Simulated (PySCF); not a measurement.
## Excitation energy of Pt by level of theory

Pt [Xe] 4f14 5d9 6s1 (3D) → Pt [Xe] 4f14 5d10 (1S), as a difference of total energies. Computed with PySCF 2.14 in ANO-RCC-VTZP, with scalar relativity by spin-free X2C-1e. Correlated levels: valence: [Xe] 4f14 frozen. The calculations carry no spin-orbit coupling.

Q: Order these methods by the excitation energy they give, lowest first.
A. CCSD(T) (valence)
B. SCS-MP2 (valence)
C. UHF
D. CCSD (valence)

A: B (0.227 eV), A (0.421 eV), D (0.518 eV), C (1.075 eV).

Errors of the correlated levels include the incompleteness of this basis and the frozen core.

For comparison: 0.239 eV (measured; NIST levels, between the centres of gravity of the two terms).
